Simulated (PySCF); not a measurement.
# How methods differ on the excitation energy of Al²⁺

Al²⁺ [Ne] 3s1 (2S) → Al²⁺ [Ne] 3d1 (2D), as a difference of total energies. All numbers are calculated (PySCF 2.14, scalar relativity by spin-free X2C-1e, in aug-cc-pCVTZ-DK with one added diffuse shell each of s, p, d, f type (9s8p6d4f, 91 functions)). Correlated levels: valence and next inner shell: 1s2 frozen; nothing frozen. The calculations carry no spin-orbit coupling.

| method | excitation energy (eV) |
| --- | --- |
| UHF | 14.247 |
| LDA | 14.191 |
| PBE | 13.841 |
| PBE0 | 13.965 |
| r2SCAN | 13.874 |
| BHandHLYP | 14.241 |
| BLYP | 13.882 |
| HSE06 | 13.967 |
| PW91 | 13.888 |
| MP2 (valence and next inner shell) | 14.449 |
| SCS-MP2 (valence and next inner shell) | 14.405 |
| MP2 (all electrons) | 14.445 |
| SCS-MP2 (all electrons) | 14.403 |

Problem. How much does correlation contribute at MP2 (all electrons)?

Solution. 14.445 − (14.247) = 0.198 eV, measured against UHF.

The promoted electron is Rydberg-like, and one or two diffuse shells describe it only roughly, which tends to raise the upper state.
